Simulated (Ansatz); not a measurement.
Ansatz results at the PBE0-D4/def2-TZVP geometry: HOMO energy (PBE0/def2-TZVPP) -6.66 eV; LUMO energy (ωB97M-V/def2-TZVPP) 0.01 eV; HOMO–LUMO gap (B3LYP/def2-TZVPP) 4.83 eV.

Each molecule was computed in one conformer, which needn't be the lowest.

(1) Which molecule gave them?
A. `[SiH3][N]([SiH3])[Mg][N]([SiH3])[SiH3]`
B. `C[S][Mg][SH]`
C. `[OH][Mg][OH]`
D. `[OH][Mg][Br]`

Results:

(1) B. The others give `[SiH3][N]([SiH3])[Mg][N]([SiH3])[SiH3]`: -7.41, -0.02, 5.49; `[OH][Mg][OH]`: -7.89, 0.21, 6.26; `[OH][Mg][Br]`: -8.21, -0.10, 6.19.

B3LYP here is the variant with VWN-RPA as its local correlation; programs differ in this.
